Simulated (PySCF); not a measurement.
**B⁺: ionisation energy**

B⁺ [He] 2s2 (1S) → B²⁺ [He] 2s1 (2S), as a difference of total energies. All numbers are calculated (PySCF 2.14, no relativity, point nucleus, in aug-cc-pVTZ with one added diffuse shell each of s, p, d, f type (6s5p4d3f, 62 functions)). Correlated levels: valence: 1s2 frozen. The calculations carry no spin-orbit coupling.

```csv
method,ionisation energy (eV),error (eV)
UHF,23.443,-1.712
LDA,24.547,-0.608
PBE,24.599,-0.556
PBE0,24.556,-0.599
r2SCAN,24.252,-0.903
wB97M-V,24.680,-0.475
M06-2X,24.730,-0.425
wB97X,24.265,-0.890
B2PLYP,24.626,-0.529
MP2 (valence),24.423,-0.732
SCS-MP2 (valence),24.619,-0.536
```

Reference: 25.155 eV (measured; NIST Atomic Spectra Database, ionization energies).

Errors of the correlated levels include the incompleteness of this basis and the frozen core.

MP2 underrates the near-degeneracy of ns² with np² in the lower species.
